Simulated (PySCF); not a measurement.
**Electron correlation in K(2+) (potassium, charge +2)**

[Ne] 3s2 3p5, 2P determinant. All numbers are calculated (PySCF 2.14, no relativity, point nucleus, in def2-TZVP (6s4p3d, 33 functions)). Frozen: [Ne] 3s2; 5 electrons correlated.

Total MP2 correlation energy: -83.29 mhartree.

Same-spin part -25.14 and opposite-spin part -58.15 mhartree; SCS-MP2 scales them by 1/3 and 6/5 to -78.16 mhartree.

```csv
level,correlation energy (mhartree)
CCSD,-94.65
(T),-0.28
CCSD(T),-94.93
```

Diagnostics: T1 = 0.0011, D1 = 0.0019, largest double amplitude 0.018.

Cost of the coupled-cluster step: 0.34 s of wall time on 1 thread of Neoverse-N1 (shared host), for 5 correlated electrons.
